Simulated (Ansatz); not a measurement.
Isolated molecules relaxed with PBE0-D4/def2-TZVP in Ansatz; ΔE leaves out vibrations. CBS: MP2 limit from def2 TZ/QZ plus the TZ coupled-cluster correction, frozen cores. Functionals use def2-TZVPP. B3LYP here is the variant with VWN-RPA as its local correlation; programs differ in this. One conformer a species, not always the lowest.

Reaction (substitution at a C–C bond): `CCCC(CC)CC` + `BNB` → `BN(B)CC` + `CCCCCC`

(1) Is it downhill or uphill in electronic energy at CCSD(T)/CBS, and by how much? (An estimate is asked.)

(2) What do these levels give: PBE-D4, r2SCAN-D4, PBE0-D4, B3LYP-D4, PBE, HF/def2-TZVPP, SCS-MP2/def2-TZVPP, CCSD/def2-TZVPP, CCSD(T)/def2-TZVPP, SCS-MP2/def2-QZVPP, HF/CBS(def2), CCSD/CBS(def2)? (Estimate.)

Largest T1 diagnostic among the species: 0.011.

Results:

(1) The calculation gave: Uphill: ΔE = +0.29 eV.

(2) Computed: PBE-D4 0.24, r2SCAN-D4 0.27, PBE0-D4 0.27, B3LYP-D4 0.24, PBE 0.22, HF/def2-TZVPP 0.24, SCS-MP2/def2-TZVPP 0.28, CCSD/def2-TZVPP 0.28, CCSD(T)/def2-TZVPP 0.28, SCS-MP2/def2-QZVPP 0.28, HF/CBS(def2) 0.23, CCSD/CBS(def2) 0.29 eV.

In def2-TZVPP, CCSD(T) changes the Hartree–Fock value by +0.05 eV (the triples alone add +0.00 eV) and MP2 by +0.07 eV.
